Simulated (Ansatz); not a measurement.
Ansatz (a first-principles code) input (B3LYP-D3(BJ)/def2-TZVP):

Ansatz 0.2 input:
```yaml
crystal:
  periodic: [false, false, false]
  atoms:
    - {symbol: Si, position_ang: [0.32101534, -0.43335718, 0.43581282]}
    - {symbol: Br, position_ang: [0.56069321, 1.58849106, 1.39791979]}
    - {symbol: Br, position_ang: [1.96996952, -0.81357460, -1.01604289]}
    - {symbol: O, position_ang: [-0.99161331, -0.39061043, -0.50104419]}
    - {symbol: H, position_ang: [-1.81808871, 0.05050859, -0.32280642]}
basis:
  gaussian:
    orbitals: def2-TZVP
hamiltonian:
  xc: b3lyp
  dispersion: d3bj
magnetization: {spin_polarized: true, initial_magnetization: 1}
relax: {f_tol: 0.002, max_steps: 150}
```

Output:

```
Functional definition: B3LYP
integrals: 0.17 GiB planned
1205 factors; integrals over basis functions are off by at most 2.6e-4 eV
mean field: 2.05 GiB planned
mean field evaluation 1: about -150033.8952 eV, gradient 4.2e1 eV
mean field evaluation 2: about -150008.8914 eV, gradient 8.7e1 eV
mean field evaluation 4: about -150039.2885 eV, gradient 3.7e0 eV
mean field evaluation 8: about -150039.4318 eV, gradient 2.9e-1 eV
mean field evaluation 16: about -150039.4323 eV, gradient 1.8e-4 eV
mean field -150039.43232987 eV, -5513.8474377429 hartree, gradient 1.6e-5 eV, S^2 0.752537; 0 other end points of the search recorded, 0 dependent functions left out
the calculation of the forces begins
reference -150039.43256524 eV, -5513.8474463924 hartree; 47, 46 occupied and 123, 124 virtual orbitals, 1205 factors
relax step   1: F+E_penalty+E_count = -150039.75076719 eV  Δ(F+E_penalty+E_count) = +0.000e0 eV  max|allowed force component| = 5.619e-1 eV/Å  Δτ_max = 0.0000 Å  (32 SCF iters, accepted)
these checks for a lower state are left out or cut short: starts, cluster_reference, orbital_swaps, neighbouring_geometries, increment
integrals: 0.17 GiB planned
1205 factors; integrals over basis functions are off by at most 2.7e-4 eV
mean field: 2.05 GiB planned
mean field -150039.45487200 eV, -5513.8482661507 hartree, gradient 2.0e-5 eV, S^2 0.752562; 0 other end points of the search recorded, 0 dependent functions left out
the calculation of the forces begins
reference -150039.45510976 eV, -5513.8482748881 hartree; 47, 46 occupied and 123, 124 virtual orbitals, 1205 factors
relax step   2: F+E_penalty+E_count = -150039.76734720 eV  Δ(F+E_penalty+E_count) = -1.658e-2 eV  max|allowed force component| = 3.397e-1 eV/Å  Δτ_max = 0.1055 Å  (33 SCF iters, accepted)
these checks for a lower state are left out or cut short: starts, cluster_reference, orbital_swaps, neighbouring_geometries, increment
integrals: 0.17 GiB planned
1205 factors; integrals over basis functions are off by at most 2.6e-4 eV
mean field: 2.05 GiB planned
mean field evaluation 32: about -150039.4689 eV, gradient 1.9e-5 eV
mean field -150039.46894313 eV, -5513.8487832552 hartree, gradient 2.3e-5 eV, S^2 0.752566; 0 other end points of the search recorded, 0 dependent functions left out
the calculation of the forces begins
reference -150039.46917991 eV, -5513.8487919568 hartree; 47, 46 occupied and 123, 124 virtual orbitals, 1205 factors
relax step   3: F+E_penalty+E_count = -150039.78358356 eV  Δ(F+E_penalty+E_count) = -1.624e-2 eV  max|allowed force component| = 3.045e-1 eV/Å  Δτ_max = 0.0602 Å  (35 SCF iters, accepted)
these checks for a lower state are left out or cut short: starts, cluster_reference, orbital_swaps, neighbouring_geometries, increment
integrals: 0.17 GiB planned
1205 factors; integrals over basis functions are off by at most 2.6e-4 eV
mean field: 2.05 GiB planned
mean field -150039.47143956 eV, -5513.8488749973 hartree, gradient 1.5e-5 eV, S^2 0.752572; 0 other end points of the search recorded, 0 dependent functions left out
the calculation of the forces begins
reference -150039.47167626 eV, -5513.8488836958 hartree; 47, 46 occupied and 123, 124 virtual orbitals, 1205 factors
relax step   4: F+E_penalty+E_count = -150039.78663243 eV  Δ(F+E_penalty+E_count) = -3.049e-3 eV  max|allowed force component| = 2.985e-1 eV/Å  Δτ_max = 0.0166 Å  (36 SCF iters, accepted)
these checks for a lower state are left out or cut short: starts, cluster_reference, orbital_swaps, neighbouring_geometries, increment
integrals: 0.17 GiB planned
1205 factors; integrals over basis functions are off by at most 2.6e-4 eV
mean field: 2.05 GiB planned
mean field -150039.47620785 eV, -5513.8490502287 hartree, gradient 1.6e-5 eV, S^2 0.752581; 0 other end points of the search recorded, 0 dependent functions left out
the calculation of the forces begins
reference -150039.47644454 eV, -5513.8490589270 hartree; 47, 46 occupied and 123, 124 virtual orbitals, 1205 factors
relax step   5: F+E_penalty+E_count = -150039.79202040 eV  Δ(F+E_penalty+E_count) = -5.388e-3 eV  max|allowed force component| = 3.127e-1 eV/Å  Δτ_max = 0.0264 Å  (36 SCF iters, accepted)
these checks for a lower state are left out or cut short: starts, cluster_reference, orbital_swaps, neighbouring_geometries, increment
integrals: 0.17 GiB planned
1205 factors; integrals over basis functions are off by at most 2.6e-4 eV
mean field: 2.05 GiB planned
mean field -150039.47818844 eV, -5513.8491230140 hartree, gradient 1.7e-5 eV, S^2 0.752564; 0 other end points of the search recorded, 0 dependent functions left out
the calculation of the forces begins
reference -150039.47842501 eV, -5513.8491317078 hartree; 47, 46 occupied and 123, 124 virtual orbitals, 1205 factors
relax step   6: F+E_penalty+E_count = -150039.79394211 eV  Δ(F+E_penalty+E_count) = -1.922e-3 eV  max|allowed force component| = 1.575e-1 eV/Å  Δτ_max = 0.0152 Å  (37 SCF iters, accepted)
these checks for a lower state are left out or cut short: starts, cluster_reference, orbital_swaps, neighbouring_geometries, increment
integrals: 0.17 GiB planned
1205 factors; integrals over basis functions are off by at most 2.6e-4 eV
mean field: 2.05 GiB planned
mean field -150039.48047485 eV, -5513.8492070380 hartree, gradient 1.9e-5 eV, S^2 0.752553; 0 other end points of the search recorded, 0 dependent functions left out
the calculation of the forces begins
reference -150039.48071146 eV, -5513.8492157333 hartree; 47, 46 occupied and 123, 124 virtual orbitals, 1205 factors
relax step   7: F+E_penalty+E_count = -150039.79658224 eV  Δ(F+E_penalty+E_count) = -2.640e-3 eV  max|allowed force component| = 4.466e-2 eV/Å  Δτ_max = 0.0222 Å  (36 SCF iters, accepted)
these checks for a lower state are left out or cut short: starts, cluster_reference, orbital_swaps, neighbouring_geometries, increment
integrals: 0.17 GiB planned
1205 factors; integrals over basis functions are off by at most 2.6e-4 eV
mean field: 2.05 GiB planned
mean field evaluation 64: about -150039.4800 eV, gradient 3.2e-1 eV
mean field -150039.48062686 eV, -5513.8492126242 hartree, gradient 1.8e-5 eV, S^2 0.752553; 0 other end points of the search recorded, 0 dependent functions left out
the calculation of the forces begins
reference -150039.48086343 eV, -5513.8492213181 hartree; 47, 46 occupied and 123, 124 virtual orbitals, 1205 factors
relax step   8: F+E_penalty+E_count = -150039.79679378 eV  Δ(F+E_penalty+E_count) = -2.115e-4 eV  max|allowed force component| = 7.379e-3 eV/Å  Δτ_max = 0.0100 Å  (37 SCF iters, accepted)
these checks for a lower state are left out or cut short: starts, cluster_reference, orbital_swaps, neighbouring_geometries, increment
integrals: 0.17 GiB planned
1205 factors; integrals over basis functions are off by at most 2.6e-4 eV
mean field: 2.05 GiB planned
mean field -150039.48060500 eV, -5513.8492118212 hartree, gradient 1.5e-5 eV, S^2 0.752553; 0 other end points of the search recorded, 0 dependent functions left out
the calculation of the forces begins
reference -150039.48084154 eV, -5513.8492205137 hartree; 47, 46 occupied and 123, 124 virtual orbitals, 1205 factors
relax step   9: F+E_penalty+E_count = -150039.79685495 eV  Δ(F+E_penalty+E_count) = -6.117e-5 eV  max|allowed force component| = 7.956e-3 eV/Å  Δτ_max = 0.0095 Å  (28 SCF iters, accepted)
these checks for a lower state are left out or cut short: starts, cluster_reference, orbital_swaps, neighbouring_geometries, increment
integrals: 0.17 GiB planned
1205 factors; integrals over basis functions are off by at most 2.6e-4 eV
mean field: 2.05 GiB planned
mean field -150039.48068330 eV, -5513.8492146984 hartree, gradient 1.4e-5 eV, S^2 0.752555; 0 other end points of the search recorded, 0 dependent functions left out
the calculation of the forces begins
reference -150039.48091989 eV, -5513.8492233932 hartree; 47, 46 occupied and 123, 124 virtual orbitals, 1205 factors
relax step  10: F+E_penalty+E_count = -150039.79683973 eV  Δ(F+E_penalty+E_count) = +1.522e-5 eV  max|allowed force component| = 8.338e-3 eV/Å  Δτ_max = 0.0072 Å  (27 SCF iters, rejected (line search))
these checks for a lower state are left out or cut short: starts, cluster_reference, orbital_swaps, neighbouring_geometries, increment
integrals: 0.17 GiB planned
1205 factors; integrals over basis functions are off by at most 2.6e-4 eV
mean field: 2.05 GiB planned
mean field -150039.48064267 eV, -5513.8492132053 hartree, gradient 1.5e-5 eV, S^2 0.752554; 0 other end points of the search recorded, 0 dependent functions left out
the calculation of the forces begins
reference -150039.48087921 eV, -5513.8492218981 hartree; 47, 46 occupied and 123, 124 virtual orbitals, 1205 factors
relax step  11: F+E_penalty+E_count = -150039.79687500 eV  Δ(F+E_penalty+E_count) = -2.005e-5 eV  max|allowed force component| = 5.795e-4 eV/Å  Δτ_max = 0.0036 Å  (28 SCF iters, accepted)
integrals: 0.17 GiB planned
1205 factors; integrals over basis functions are off by at most 2.6e-4 eV
mean field: 2.05 GiB planned
mean field evaluation 96: about -150039.4801 eV, gradient 2.7e-1 eV
mean field -150039.48064267 eV, -5513.8492132053 hartree, gradient 1.5e-5 eV, S^2 0.752554; 1 other end points of the search recorded, 0 dependent functions left out
the calculation of the forces begins
reference -150039.48087921 eV, -5513.8492218981 hartree; 47, 46 occupied and 123, 124 virtual orbitals, 1205 factors
Total energy: -150039.79711155 eV, -5513.8608432221 hartree
Atom 0 at     0.315392    -0.419690     0.379496 Å, force     0.000469     0.000309    -0.000052 eV/Å
Atom 1 at     0.532361     1.584677     1.394676 Å, force    -0.000383    -0.000073     0.000137 eV/Å
Atom 2 at     2.028571    -0.833825    -0.996624 Å, force     0.000217    -0.000260    -0.000144 eV/Å
Atom 3 at    -1.037770    -0.418477    -0.546102 Å, force    -0.000154    -0.000555    -0.000146 eV/Å
Atom 4 at    -1.796579     0.088772    -0.237607 Å, force    -0.000148     0.000579     0.000205 eV/Å
Dipole moment:    -0.349020     0.013336     0.132730 e Å
```

It need not be the lowest isomer of its formula.
